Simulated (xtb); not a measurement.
Sn(I)(SH) (HISSn), SMILES [SH][Sn][I] (connectivity only; charge and spin as stated), neutral, multiplicity 1. All values are semi-empirical tight-binding results from xtb (GFN2-xTB unless named), good for trends rather than for accurate numbers. Geometry optimised at GFN2-xTB. The values are those of a single conformer.

Optimised geometry:

```xyz
4

Sn     0.1741    -1.0915     0.4089
I      0.5565     1.4680    -0.3892
S     -2.2392    -1.2914    -0.0104
H     -2.3729    -2.5633     0.3468
```
Charge 0, spin multiplicity 1.

For metal compounds this method's bond lengths and energies can be far off.

```json
{
 "point_group_as_xtb_finds_it": "Cs",
 "orbital_gap": "3.26 eV",
 "zero_point_energy": "5.4 kcal/mol",
 "G − E(el) at 298.15 K (modified RRHO)": "-15.0 kcal/mol"
}
```

Give the atomic charges and the Wiberg bond orders between heavy atoms. (Estimate from the structure and the level; the computed values follow.)

charges (e) Sn1 0.41, I2 -0.16, S3 -0.42, H4 0.17. Bond orders Sn1–I2 1.34, Sn1–S3 1.17.
